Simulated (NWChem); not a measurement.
Molecule: AuNH$_{3}$Br; SMILES [Au]([Br])<-[NH3]

This build's default masses of Se (78.918 u) and Br (79.917 u) are each other's, which moves their modes by up to 0.6 %. def2 effective core potentials on Au; no spin-orbit coupling.

Q: Give the equilibrium geometry at PBE0/def2-SVP with def2 effective core potentials on Au (NWChem) as a Z-matrix, with the point group.

A: point group C3v; any orientation.
```
N
H 1 1.0209
H 1 1.0209 2 107.30
H 1 1.0209 2 107.30 3 115.03
Au 1 2.1153 2 111.59 3 -122.48
Br 5 2.3728 3 159.12 1 -179.97
```
